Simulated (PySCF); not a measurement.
SMILES C[Si](C)(O)C#C[Si](O)(O)O, GFN2-xTB optimised geometry.

```
20

Si     0.35    -3.41     0.00
O     -0.17    -4.21    -1.32
O      1.98    -3.41     0.00
O     -0.16    -4.21     1.32
C     -0.29    -1.67     0.00
C     -0.72    -0.54     0.00
Si    -1.38     1.20     0.00
C     -2.39     1.53    -1.57
C      0.12     2.37     0.17
O     -2.44     1.41     1.22
H      0.24    -4.03    -2.16
H      2.44    -3.23     0.81
H     -1.06    -4.53     1.35
H     -2.80     2.54    -1.57
H     -3.23     0.84    -1.64
H     -1.79     1.41    -2.46
H     -0.20     3.41     0.22
H      0.79     2.28    -0.68
H      0.69     2.16     1.07
H     -2.19     1.31     2.13
```

Density from PBE0/def2-SVP (PySCF) at that geometry.

Minimum of the electron density along straight lines between bonded atoms, close to the bond critical point (lines longer than 1.1 times the sum of covalent radii, or with two minima, are not listed):

| bond | length / Å | ρ at the minimum / e bohr⁻³ | ∇²ρ there / e bohr⁻⁵ | position (fraction from the first atom) |
|---|---|---|---|---|
| Si1–O2 | 1.625 | 0.132 | 1.10 | 0.41 |
| Si1–O3 | 1.625 | 0.132 | 1.09 | 0.41 |
| Si1–O4 | 1.626 | 0.132 | 1.09 | 0.41 |
| Si1–C5 | 1.861 | 0.111 | 0.39 | 0.39 |
| C5–C6 | 1.209 | 0.407 | -1.20 | 0.50 |
| C6–Si7 | 1.862 | 0.108 | 0.39 | 0.61 |
| Si7–C8 | 1.896 | 0.114 | 0.31 | 0.38 |
| Si7–C9 | 1.905 | 0.112 | 0.30 | 0.38 |
| Si7–O10 | 1.637 | 0.126 | 1.04 | 0.41 |
| O2–H11 | 0.952 | 0.357 | -2.53 | 0.82 |
| O3–H12 | 0.952 | 0.357 | -2.53 | 0.82 |
| O4–H13 | 0.952 | 0.357 | -2.53 | 0.82 |
| C8–H14 | 1.086 | 0.272 | -0.97 | 0.62 |
| C8–H15 | 1.085 | 0.272 | -0.98 | 0.63 |
| C8–H16 | 1.085 | 0.272 | -0.97 | 0.62 |
| C9–H17 | 1.087 | 0.271 | -0.97 | 0.62 |
| C9–H18 | 1.085 | 0.272 | -0.97 | 0.62 |
| C9–H19 | 1.087 | 0.271 | -0.96 | 0.62 |
| O10–H20 | 0.953 | 0.357 | -2.45 | 0.82 |
